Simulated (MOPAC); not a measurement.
Input file for MOPAC: AM1 on BFH4O3 (a complex), monomers drawn apart or pushed together.

```
AM1 1SCF PRECISE CHARGE=0 THREADS=1
BFH4O3

O     -0.02765131 1    -0.57078924 1     1.55988282 1
B      0.28391544 1    -0.24984030 1     0.25821055 1
O      0.70114689 1    -1.27120850 1    -0.55616410 1
O      0.14055748 1     1.06236815 1    -0.07629553 1
H      0.08527875 1    -1.50524595 1     1.76027292 1
H      0.91708235 1    -1.04059172 1    -1.46275786 1
H      0.35372927 1     1.30290107 1    -0.98031794 1
F     -1.09185091 1     1.07017659 1     4.23119476 1
H     -0.78828690 1     0.61886566 1     3.46220453 1
```

Output:

```
*******************************************************************************
 **                                                                           **
 **                              MOPAC v23.2.5                                **
 **                                                                           **
 *******************************************************************************
 ** MOPAC's Digital Object Identifier: https://doi.org/10.5281/zenodo.6511958 **
 **                                                                           **
 ** Please cite the open-source release paper for use of this MOPAC version:  **
 ** J. E. Moussa and J. J. P. Stewart (2026)                                  **
 ** MOPAC: An open-source semiempirical molecular orbital program             **
 ** J. Open Source Softw., 11(119), 8025, https://doi.org/10.21105/joss.08025 **
 *******************************************************************************

                              AM1 CALCULATION RESULTS

 *******************************************************************************
 *  AM1        - The AM1 Hamiltonian to be used
 *
 *
 *
 *                 CHARGE ON SYSTEM = 0
 *
 *
 *
 *  PRECISE    - TIGHTER CRITERIA TO BE USED
 *  1SCF       - DO 1 SCF AND THEN STOP
 *  THREADS=1  - MULTI-THREADING NOT USED
 *  T=         - A TIME OF 172800.0 SECONDS REQUESTED
 *  DUMP=N     - RESTART FILE WRITTEN EVERY 7200.0 SECONDS REQUESTED
 *******************************************************************************
AM1 1SCF PRECISE CHARGE=0 THREADS=1
 BFH4O3

   ATOM   CHEMICAL          X               Y               Z
  NUMBER   SYMBOL      (ANGSTROMS)     (ANGSTROMS)     (ANGSTROMS)

     1       O         -0.02765131  *  -0.57078924  *   1.55988282  *
     2       B          0.28391544  *  -0.24984030  *   0.25821055  *
     3       O          0.70114689  *  -1.27120850  *  -0.55616410  *
     4       O          0.14055748  *   1.06236815  *  -0.07629553  *
     5       H          0.08527875  *  -1.50524595  *   1.76027292  *
     6       H          0.91708235  *  -1.04059172  *  -1.46275786  *
     7       H          0.35372927  *   1.30290107  *  -0.98031794  *
     8       F         -1.09185091  *   1.07017659  *   4.23119476  *
     9       H         -0.78828690  *   0.61886566  *   3.46220453  *



          CARTESIAN COORDINATES

    NO.       ATOM           X           Y           Z

     1         O         -0.0277     -0.5708      1.5599
     2         B          0.2839     -0.2498      0.2582
     3         O          0.7011     -1.2712     -0.5562
     4         O          0.1406      1.0624     -0.0763
     5         H          0.0853     -1.5052      1.7603
     6         H          0.9171     -1.0406     -1.4628
     7         H          0.3537      1.3029     -0.9803
     8         F         -1.0919      1.0702      4.2312
     9         H         -0.7883      0.6189      3.4622

  H: (AM1): M.J.S. DEWAR ET AL, J. AM. CHEM. SOC. 107 3902-3909 (1985)
  B: (AM1): M.J.S. DEWAR ET AL, ORGANOMETALLICS, 7, 513-521 (1988)
  O: (AM1): M.J.S. DEWAR ET AL, J. AM. CHEM. SOC. 107 3902-3909 (1985)
  F: (AM1): M.J.S. DEWAR AND E. G. ZOEBISCH, THEOCHEM, 180, 1 (1988).

           Empirical Formula: H4 O3 B F  =     9 atoms



      MOLECULAR POINT GROUP   :   Cs


      RHF CALCULATION, NO. OF DOUBLY OCCUPIED LEVELS = 16


 -------------------------------------------------------------------------------
 AM1 1SCF PRECISE CHARGE=0 THREADS=1
 BFH4O3



     1SCF WAS SPECIFIED, SO BFGS WAS NOT USED
     SCF FIELD WAS ACHIEVED


                              AM1 CALCULATION
                                                       MOPAC v23.2.5 Linux




          FINAL HEAT OF FORMATION =       -308.59292 KCAL/MOL =   -1291.15277 KJ/MOL


          COSMO AREA              =        118.51 SQUARE ANGSTROMS
          COSMO VOLUME            =         93.76 CUBIC ANGSTROMS

          IONIZATION POTENTIAL    =         12.870317 EV
          HOMO LUMO ENERGIES (EV) =        -12.870  1.531
          NO. OF FILLED LEVELS    =         16
          MOLECULAR WEIGHT        =         81.8382         POINT GROUP:  Cs

          MOLECULAR DIMENSIONS (Angstroms)

            Atom       Atom       Distance
            F     8    H     6     6.39627
            H     7    H     5     3.59406
            O     4    F     8     0.00273


          SCF CALCULATIONS        =          1





   ATOM   CHEMICAL          X               Y               Z
  NUMBER   SYMBOL      (ANGSTROMS)     (ANGSTROMS)     (ANGSTROMS)

     1       O         -0.02765131  *  -0.57078924  *   1.55988282  *
     2       B          0.28391544  *  -0.24984030  *   0.25821055  *
     3       O          0.70114689  *  -1.27120850  *  -0.55616410  *
     4       O          0.14055748  *   1.06236815  *  -0.07629553  *
     5       H          0.08527875  *  -1.50524595  *   1.76027292  *
     6       H          0.91708235  *  -1.04059172  *  -1.46275786  *
     7       H          0.35372927  *   1.30290107  *  -0.98031794  *
     8       F         -1.09185091  *   1.07017659  *   4.23119476  *
     9       H         -0.78828690  *   0.61886566  *   3.46220453  *

                             CARTESIAN COORDINATES

   1    O       -0.027651310    -0.570789240     1.559882820
   2    B        0.283915440    -0.249840300     0.258210550
   3    O        0.701146890    -1.271208500    -0.556164100
   4    O        0.140557480     1.062368150    -0.076295530
   5    H        0.085278750    -1.505245950     1.760272920
   6    H        0.917082350    -1.040591720    -1.462757860
   7    H        0.353729270     1.302901070    -0.980317940
   8    F       -1.091850910     1.070176590     4.231194760
   9    H       -0.788286900     0.618865660     3.462204530


           Empirical Formula: H4 O3 B F  =     9 atoms



      MOLECULAR POINT GROUP   :   Cs


                  EIGENVALUES
 -47.15508 -38.94720 -37.20275 -36.87653 -22.68164 -20.45892 -18.03058 -16.80362
 -16.43701 -15.75302 -14.84552 -13.48528 -13.36243 -13.36192 -13.01912 -12.87032
   1.53127   2.97957   3.29123   4.58124   5.04495   6.09903   6.94376   8.17296


              NET ATOMIC CHARGES AND DIPOLE CONTRIBUTIONS

  ATOM NO.   TYPE          CHARGE      No. of ELECS.   s-Pop       p-Pop
    1          O          -0.312455        6.3125     1.83768     4.47478
    2          B           0.272519        2.7275     1.07108     1.65640
    3          O          -0.367386        6.3674     1.83623     4.53116
    4          O          -0.313889        6.3139     1.83209     4.48180
    5          H           0.247964        0.7520     0.75204
    6          H           0.237103        0.7629     0.76290
    7          H           0.237117        0.7629     0.76288
    8          F          -0.293117        7.2931     1.90495     5.38817
    9          H           0.292143        0.7079     0.70786
 DIPOLE           X         Y         Z       TOTAL
 POINT-CHG.     0.944    -0.961    -2.691     3.010
 HYBRID         0.555    -0.552    -1.592     1.774
 SUM            1.498    -1.514    -4.284     4.784


          ATOMIC ORBITAL ELECTRON POPULATIONS

     Atom    s        px        py        pz
    1  O   1.83768   1.82015   1.31441   1.34022
    2  B   1.07108   0.42087   0.60918   0.62636
    3  O   1.83623   1.80539   1.46209   1.26367
    4  O   1.83209   1.81653   1.33184   1.33344
    5  H   0.75204
    6  H   0.76290
    7  H   0.76288
    8  F   1.90495   1.93646   1.86022   1.59149
    9  H   0.70786

 **********************
 *                    *
 * JOB ENDED NORMALLY *
 *                    *
 **********************




 == MOPAC DONE ==
```

The run finished.

Cost: about 0.020 core-seconds (a rough figure).
